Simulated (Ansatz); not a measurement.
Computed with Ansatz on PBE0-D4/def2-TZVP structures; ΔE is electronic, products minus reactants. CBS: MP2 limit from def2 TZ/QZ plus the TZ coupled-cluster correction, frozen cores. This one scheme is used for every species. For Ga outer-core shells are correlated without core-valence functions, which leaves a few kJ/mol of doubt a bond. Scalar relativity is left out up to krypton. One conformer a species, not always the lowest.

Reaction (cleavage of the Ga–B bond): `C[B](N)[GaH2]` + HCl → `[Cl][GaH2]` + `CBN`

| species | MP2/def2-SVP energy (Eh) |
| --- | --- |
| `C[B](N)[GaH2]` | -2044.63104 |
| HCl | -460.08324 |
| `[Cl][GaH2]` | -2383.91198 |
| `CBN` | -120.86488 |

(1) Work out ΔE.

Largest T1 diagnostic among the species: 0.013.

## Answers

(1) ΔE = (-2383.91198) + (-120.86488) − (-2044.63104) − (-460.08324) = -0.06258 Eh = -39.3 kcal/mol. CCSD(T)/CBS gives -36.0 kcal/mol.

At CCSD(T), def2-SVP lies −2.1 kcal/mol from the extrapolated value and def2-TZVPP +0.0 kcal/mol. From BLYP to BHLYP (50 % exact exchange), in def2-TZVPP and without D4, ΔE moves by −3.2 kcal/mol.
